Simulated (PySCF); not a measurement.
**Deuteron quadrupole couplings in `CC(=O)c1cc(C)ccp1`**

Compound: C8H9OP.
Cartesian coordinates in Å at the GFN2-xTB level; atoms count from 1:
```xyz
19
C8H9OP angstrom
C      3.3755    0.4006    0.1301
C      2.1683   -0.4385    0.4624
O      2.2602   -1.4957    1.0468
C      0.8533    0.1029    0.0338
C     -0.2684   -0.6568    0.3436
C     -1.5776   -0.3264    0.0312
C     -2.6851   -1.2605    0.4137
C     -1.8700    0.8510   -0.6534
C     -0.9203    1.7610   -1.0621
P      0.7900    1.6306   -0.8165
H      3.2902    1.3756    0.6064
H      3.4385    0.5518   -0.9459
H      4.2746   -0.0987    0.4824
H     -0.0796   -1.5821    0.8753
H     -2.4468   -1.7846    1.3362
H     -3.6235   -0.7256    0.5414
H     -2.8256   -2.0069   -0.3692
H     -2.9088    1.0636   -0.8761
H     -1.2546    2.6479   -1.5879
```

Level: PBE0/pcSseg-1 (PySCF, non-relativistic); Q(2H) = 0.00286 b; rigid geometry, the same for H and D, with no vibrational averaging.

Question: What are Vzz, η and χzz (234.96 MHz × Q × Vzz) at all hydrogens?

Answer: 
| atom | bonded to | bond length (Å) | Vzz (au) | η | χzz (kHz) |
| --- | --- | --- | --- | --- | --- |
| H11 | C1 | 1.088 | 0.3106 | 0.04 | 209 |
| H12 | C1 | 1.088 | 0.3105 | 0.04 | 209 |
| H13 | C1 | 1.087 | 0.3129 | 0.01 | 210 |
| H14 | C5 | 1.084 | 0.3094 | 0.04 | 208 |
| H15 | C7 | 1.087 | 0.3124 | 0.03 | 210 |
| H16 | C7 | 1.088 | 0.3128 | 0.04 | 210 |
| H17 | C7 | 1.091 | 0.3084 | 0.02 | 207 |
| H18 | C8 | 1.083 | 0.3176 | 0.06 | 213 |
| H19 | C9 | 1.084 | 0.3209 | 0.06 | 216 |

Question: A static deuteron (I = 1) shows a doublet split by (3/2)χ, (3/4)χ(1 + η) and (3/4)χ(1 − η) with the field along z, y and x of the gradient. What are these for H16?

Answer: With |χ| = 210.2 kHz and η = 0.036: 315, 163 and 152 kHz, to first order and without motion.

Isolated species at its GFN2-xTB geometry (one conformer only). GFN2-xTB bond lengths can be off by several hundredths of an ångström, more for odd bonds, and the gradients follow them. With a basis this small, the couplings can be 20 % off.
